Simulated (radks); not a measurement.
The numbers below are computed, except where a source is named.
Ionisation of the argon ion Ar2+, [Ne] 3s2 3p4, to [Ne] 3s2 3p3 as the strength of local exchange is varied. Level of theory: non-relativistic Kohn-Sham, Slater X-alpha exchange (alpha = 2/3 is LDA exchange), no correlation, spin-polarised, spherical densities, point nucleus; open shells are filled with parallel spins first (a radial shooting solver on a logarithmic mesh with Libxc functionals).

\begin{tabular}{lrrrrr}
alpha & E(Ar2+) (hartree) & exchange (hartree) & IE (eV) & -e of the level emptied (eV) & <r> of it (bohr) \\ \hline
0.584 & -519.67580 & -23.58869 & 37.528 & 31.106 (3p) & 1.509 \\
0.589 & -519.87779 & -23.79805 & 37.602 & 31.181 (3p) & 1.508 \\
0.667 & -523.03696 & -27.08037 & 38.763 & 32.363 (3p) & 1.490 \\
0.763 & -526.94617 & -31.16204 & 40.222 & 33.850 (3p) & 1.468 \\
0.813 & -528.99138 & -33.30621 & 40.994 & 34.639 (3p) & 1.457 \\
0.96 & -535.04066 & -39.68260 & 43.313 & 37.016 (3p) & 1.425 \\
0.991 & -536.32328 & -41.04109 & 43.811 & 37.528 (3p) & 1.418 \\
\end{tabular}

NIST Atomic Spectra Database: 40.74 eV (semi-empirical). The Delta-SCF value meets it near alpha = 0.80. Open shells are spherical and high-spin; term and fine-structure splittings are not resolved.
